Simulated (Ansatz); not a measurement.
The same molecule with X = B, Al, In. Ansatz, PBE0-D4/def2-TZVP geometries, multiplicity 1. Each molecule was computed in one conformer, which needn't be the lowest.

Elements past krypton have def2 core potentials. Scalar relativity is left out up to krypton.

```tsv
X	molecule	mean X–Br bond length / Å	mean X–C bond length / Å	mean X–N bond length / Å	HOMO–LUMO gap (B3LYP/def2-TZVPP) / eV	HOMO energy (B3LYP/def2-TZVPP) / eV	zero-point energy (PBE0-D4/def2-TZVP) / kJ/mol
B	`CB(N)Br`	1.953	1.561	1.386	7.92	-7.62	181.7
In	`[CH3][In]([NH2])[Br]`	2.493	2.128	2.004	5.76	-7.05	161.1
```

Give the row for X = Al, `[CH3][Al]([NH2])[Br]`. (Estimate.)

The calculation gave: 
```csv
X,molecule,mean X–Br bond length / Å,mean X–C bond length / Å,mean X–N bond length / Å,HOMO–LUMO gap (B3LYP/def2-TZVPP) / eV,HOMO energy (B3LYP/def2-TZVPP) / eV,zero-point energy (PBE0-D4/def2-TZVP) / kJ/mol
Al,`[CH3][Al]([NH2])[Br]`,2.268,1.937,1.760,6.97,-7.36,164.7
```

From B to In the mean X–Br bond length rises at each step, by 0.540 Å in all; the mean X–C bond length rises at each step, by 0.567 Å in all; the mean X–N bond length rises at each step, by 0.618 Å in all; the HOMO–LUMO gap (B3LYP/def2-TZVPP) falls at each step, by 2.16 eV in all; the HOMO energy (B3LYP/def2-TZVPP) rises at each step, by 0.57 eV in all; the zero-point energy (PBE0-D4/def2-TZVP) falls at each step, by 20.6 kJ/mol in all. Bonds lengthen as the atom grows down the group.

B3LYP here is the variant with VWN-RPA as its local correlation; programs differ in this.

Spin–orbit coupling is left out; it splits and shifts lone-pair levels of the heavy atoms by tenths of an eV.
